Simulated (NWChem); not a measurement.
# SiH₂Cl₂; SMILES Cl[SiH2]Cl

```xyz
5

Si     0.0000     0.0000    -0.7573
Cl    -1.6840     0.0000     0.4220
Cl     1.6840     0.0000     0.4220
H      0.0000     1.2330    -1.5819
H      0.0000    -1.2330    -1.5819
```
Atoms are numbered in this order, from 1.

Computed with NWChem. All runs use the structure optimised with PBE0/def2-SVP. Static field.

```json
[
 {"level": "PBE/Sadlej pVTZ", "isotropic polarisability (bohr³)": "57.1", "anisotropy (bohr³)": "16.6"},
 {"level": "B3LYP/Sadlej pVTZ", "isotropic polarisability (bohr³)": "55.4", "anisotropy (bohr³)": "15.6"},
 {"level": "LDA (Slater exchange, VWN5)/Sadlej pVTZ", "isotropic polarisability (bohr³)": "57.9", "anisotropy (bohr³)": "16.8"},
 {"level": "Hartree-Fock/Sadlej pVTZ", "isotropic polarisability (bohr³)": "51.1", "anisotropy (bohr³)": "12.9"}
]
```
